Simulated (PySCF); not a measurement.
Input for PySCF: R-MP2/6-31G* on C2H4 (a complex).

```python
from pyscf import gto, scf, dft, mp
from pyscf.data.elements import chemcore

mol = gto.M(
    atom='''
    C    -0.90170234   -0.13644144    0.23429831
    C     0.23327355    0.02094879   -0.11132190
    H    -1.90938427   -0.27599476    0.54167998
    H     1.24149735    0.16059771   -0.41688410
    H     0.55928873    0.09532266    3.02001985
    H     0.77681887    0.13251333    3.73133305
    ''',
    basis='6-31g*',
    cart=True,
    charge=0, spin=0, verbose=3, max_memory=1800)
mf = scf.RHF(mol)
mf.conv_tol = 1e-8
mf.max_cycle = 100
mf.kernel()
if not mf.converged:
    mf = mf.newton().run(mf.mo_coeff, mf.mo_occ)
pt = mp.MP2(mf, frozen=chemcore(mol)).run()
```

Output:

```
converged SCF energy = -77.9444250159312
E(RMP2) = -78.2106505068679  E_corr = -0.266225490936775
E(SCS-RMP2) = -78.2114755663428  E_corr = -0.267050550411631
```

The run converged.

Cost: around 0.5 core-seconds (rough).
